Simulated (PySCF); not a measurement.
Zn(H)(OMe) (CH4OZn), SMILES C[O][ZnH].

Geometry: B3LYP-D3(BJ)/def2-TZVP.

The numbers are results of TDDFT-M06-2X/def2-SVPD (PySCF), not measurements.

Vertical excitations.  State labels are in the subgroup Cs.

List the lowest excited states. (Estimate from the structure and the level; the computed values follow.)


```
state  symmetry  energy (eV)  λ (nm)      f                                              main pairs
-----  --------  -----------  ------  -----  ------------------------------------------------------
S1           A"         5.62     221  0.002                        HOMO→LUMO 80 %, HOMO→LUMO+2 15 %
S2           A'         6.01     206  0.001                      HOMO−1→LUMO 49 %, HOMO→LUMO+1 42 %
S3           A"         6.16     201  0.008                        HOMO→LUMO+2 75 %, HOMO→LUMO 14 %
S4           A"         6.25     198  0.007                                      HOMO−1→LUMO+1 91 %
S5           A'         6.45     192  0.087                      HOMO→LUMO+1 51 %, HOMO−1→LUMO 45 %
S6           A'         6.49     191  0.040                                      HOMO−1→LUMO+2 88 %
S7           A'         7.68     162  0.177                                        HOMO−2→LUMO 95 %
S8           A"         7.83     158  0.135                    HOMO−2→LUMO+1 84 %, HOMO→LUMO+3 14 %
S9           A"         7.99     155  0.107                    HOMO→LUMO+3 81 %, HOMO−2→LUMO+1 15 %
S10          A'         8.27     150  0.012                  HOMO−1→LUMO+3 71 %, HOMO−2→LUMO+2 20 %
T1           A"         5.44     228      0                        HOMO→LUMO 62 %, HOMO→LUMO+2 29 %
T2           A'         5.55     223      0  HOMO−1→LUMO 55 %, HOMO−1→LUMO+2 20 %, HOMO→LUMO+1 15 %
T3           A'         5.83     213      0                      HOMO→LUMO+1 78 %, HOMO−1→LUMO 14 %
T4           A"         6.00     206      0                        HOMO→LUMO+2 58 %, HOMO→LUMO 33 %
```
Triplets are in the Tamm–Dancoff approximation, which puts them higher than full response would, so one can lie above its singlet here.
